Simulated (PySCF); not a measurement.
CBrCl2F, SMILES FC(Cl)(Cl)Br.

Geometry optimised at PBE0-D3(BJ)/def2-SVP.

All values below come from PBE0-D3(BJ)/def2-SVP in PySCF.

Frequencies are harmonic and unscaled.

Question: Estimate the vibrational spectrum. (The exact figures need the calculation; the answer reports its results.)

Answer: 
```json
[
 {"mode": "1", "ν (cm⁻¹)": "205", "IR (km/mol)": "0.0", "Raman (Å⁴/amu)": "3.1", "depolarisation": "0.75", "moving atoms (share of kinetic energy)": "Cl 64 %, Br 20 %, F 13 %"},
 {"mode": "2", "ν (cm⁻¹)": "219", "IR (km/mol)": "0.0", "Raman (Å⁴/amu)": "3.8", "depolarisation": "0.62", "moving atoms (share of kinetic energy)": "Cl 64 %, Br 25 %, F 11 %"},
 {"mode": "3", "ν (cm⁻¹)": "308", "IR (km/mol)": "0.3", "Raman (Å⁴/amu)": "6.4", "depolarisation": "0.25", "moving atoms (share of kinetic energy)": "Cl 35 %, F 33 %, Br 28 %"},
 {"mode": "4", "ν (cm⁻¹)": "342", "IR (km/mol)": "0.1", "Raman (Å⁴/amu)": "3.4", "depolarisation": "0.72", "moving atoms (share of kinetic energy)": "F 44 %, Cl 36 %, Br 11 %, C 9 %"},
 {"mode": "5", "ν (cm⁻¹)": "401", "IR (km/mol)": "0.0", "Raman (Å⁴/amu)": "3.1", "depolarisation": "0.75", "moving atoms (share of kinetic energy)": "Cl 50 %, F 49 %"},
 {"mode": "6", "ν (cm⁻¹)": "516", "IR (km/mol)": "3.2", "Raman (Å⁴/amu)": "8.0", "depolarisation": "0.01", "moving atoms (share of kinetic energy)": "Cl 44 %, F 36 %, C 17 %"},
 {"mode": "7", "ν (cm⁻¹)": "803", "IR (km/mol)": "280.1", "Raman (Å⁴/amu)": "3.2", "depolarisation": "0.65", "moving atoms (share of kinetic energy)": "C 90 %"},
 {"mode": "8", "ν (cm⁻¹)": "852", "IR (km/mol)": "244.8", "Raman (Å⁴/amu)": "1.3", "depolarisation": "0.75", "moving atoms (share of kinetic energy)": "C 88 %, Cl 9 %"},
 {"mode": "9", "ν (cm⁻¹)": "1174", "IR (km/mol)": "208.9", "Raman (Å⁴/amu)": "0.5", "depolarisation": "0.73", "moving atoms (share of kinetic energy)": "C 65 %, F 35 %"}
]
```
